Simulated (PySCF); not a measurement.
SMILES [CH2][SiH2]C (C2H7Si), doublet, CAM-B3LYP/def2-SVP optimised geometry.

```
10

C     -1.55    -1.10    -1.47
Si    -0.88    -0.19     0.00
C      1.00    -0.19     0.00
H     -2.62    -1.22    -1.65
H     -0.91    -1.55    -2.23
H     -1.39     1.22     0.00
H     -1.39    -0.82     1.26
H      1.39    -1.22     0.03
H      1.39     0.35     0.87
H      1.39     0.30    -0.90
```

Density from PySCF with unrestricted CAM-B3LYP/def2-TZVP at that geometry.

Minimum of the electron density along straight lines between bonded atoms, close to the bond critical point (lines longer than 1.1 times the sum of covalent radii, or with two minima, are not listed):

| bond | length / Å | ρ at the minimum / e bohr⁻³ | ∇²ρ there / e bohr⁻⁵ | position (fraction from the first atom) |
|---|---|---|---|---|
| C1–Si2 | 1.853 | 0.123 | [?] | 0.61 |
| Si2–C3 | 1.878 | 0.122 | [?] | 0.39 |
| C1–H4 | 1.095 | 0.274 | -0.93 | 0.65 |
| C1–H5 | 1.095 | 0.273 | -0.93 | 0.65 |
| Si2–H6 | 1.496 | 0.119 | 0.13 | 0.49 |
| Si2–H7 | 1.496 | 0.119 | 0.13 | 0.49 |
| C3–H8 | 1.101 | 0.267 | -0.88 | 0.64 |
| C3–H9 | 1.100 | 0.268 | -0.88 | 0.64 |
| C3–H10 | 1.101 | 0.267 | -0.88 | 0.64 |

Fill in the missing entries.


- C1–Si2, ∇²ρ there / e bohr⁻⁵: 0.23
- Si2–C3, ∇²ρ there / e bohr⁻⁵: 0.16
